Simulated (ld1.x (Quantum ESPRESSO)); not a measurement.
# As (Z = 33), ultrasoft: configuration errors across variants

```json
{"Element": "arsenic (As)", "Generator": "ld1.x (Quantum ESPRESSO) 7.5", "Type": "ultrasoft", "Functional": "BLYP", "Relativity": "scalar-relativistic", "Frozen core": "[Ar] 3d10", "Valence charge": "5", "Reference configuration": "4s1.5 4p3.5", "Partial waves": "4s (bound): rcut 1.60, rcutus 1.75 bohr; 4s channel at 3.9 Ry: rcut 1.60, rcutus 1.75 bohr; 4p (bound): rcut 1.80, rcutus 2.05 bohr; 4p channel at 0.05 Ry: rcut 1.80, rcutus 2.05 bohr; 4d channel at -0.1 Ry: rcut 1.40, rcutus 1.90 bohr; 4d channel at 2.3 Ry: rcut 1.40, rcutus 1.90 bohr", "Local potential": "all-electron potential smoothed inside 1.55 bohr (lloc = -1)", "Core correction": "a·sin(br)/r model core inside 1.60 bohr", "Augmentation charge": "PSQ, radius 1.30 bohr"}
```

All-electron excitation energies from the reference (eV): (1) 4s2 4p3 -4.707; (2) 4s2 4p2 4.324; (3) 4s2 4p1 22.180; (4) 4s2 4p0 49.934; (5) 4s1 4p3 14.474; (6) 4s2 4p3.3 -5.902; (7) 4s2 4p2.5 -1.214.

A true bound ghost makes a file unfit for plane-wave use even where its test errors are small: the radial tests pick states by their node count and pass the ghost by.

Errors AE − PS in meV (a dash: test not solved or not reliable):

| change | (1) | (2) | (3) | (4) | (5) | (6) | (7) | bound ghosts |
| --- | --- | --- | --- | --- | --- | --- | --- | --- |
| base | +0.7 | +2.1 | -4.3 | -29 | -6.4 | +0.2 | +1.7 | none |
| local potential all-electron potential smoothed inside 0.82 bohr (lloc = -1) | +1.2 | +2.4 | -4.5 | -31 | -5.4 | +0.6 | +2.2 | s, d |
| local potential all-electron potential smoothed inside 1.02 bohr (lloc = -1) | +0.8 | +2.0 | -5.3 | -33 | -6.4 | +0.3 | +1.7 | s, d |
| local potential all-electron potential smoothed inside 1.56 bohr (lloc = -1) | +0.7 | +2.1 | -4.3 | -29 | -6.4 | +0.2 | +1.7 | none |
| local potential all-electron potential smoothed inside 1.86 bohr (lloc = -1) | +0.7 | +2.0 | -4.3 | -30 | -6.4 | +0.2 | +1.7 | none |
| local potential all-electron potential smoothed inside 2.02 bohr (lloc = -1) | +0.7 | +2.0 | -4.4 | -30 | -6.4 | +0.2 | +1.7 | none |
| local potential all-electron potential smoothed inside 2.30 bohr (lloc = -1) | +0.7 | +2.0 | -4.4 | -30 | -6.4 | +0.2 | +1.6 | none |

Question: Give the same row for: local potential all-electron potential smoothed inside 1.26 bohr (lloc = -1).

Answer: +0.8, +2.1, -4.0, -28, -6.3, +0.3, +1.7; bound ghosts: d.
